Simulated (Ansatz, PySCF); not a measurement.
InCl₃, SMILES [Cl][In]([Cl])[Cl]. Atoms are numbered in the order given.

```xyz
4

In     0.0000     0.0000     0.0000
Cl     2.3197     0.0000     0.0000
Cl    -1.1599    -2.0089     0.0000
Cl    -1.1599     2.0089     0.0000
```

Coordinates come from a PBE0-D3(BJ)/def2-SVP optimisation. The isomer is the one that the SMILES or the coordinates give; other isomers of the formula were not compared. The def2 effective core potentials stand for the cores of In; spin–orbit coupling is left out.

Two levels are set side by side: PBE-D3(BJ)/def2-SVP (Ansatz, an electronic-structure program) and PBE0-D3(BJ)/def2-SVP (Ansatz). Each level has its own optimised geometry; the coordinates shown are those of the second. Frequencies come from the Hessian of PySCF at each geometry. Differences are taken from unrounded values.

```csv
quantity,PBE0-D3(BJ),PBE-D3(BJ),PBE-D3(BJ) minus PBE0-D3(BJ)
mean bond length (Å),2.320,2.342,0.022
bond In1–Cl2 (Å),2.320,2.342,0.022
bond In1–Cl3 (Å),2.320,2.342,0.022
bond In1–Cl4 (Å),2.320,2.342,0.022
highest harmonic wavenumber (cm⁻¹),404,385,-19
mean harmonic wavenumber (cm⁻¹),240,228,-12
zero-point energy (kcal/mol),2.06,1.95,-0.10
```

GGA bonds tend to be longer and softer than those of functionals with exact exchange. Differences between two approximate levels are no errors against the true value.
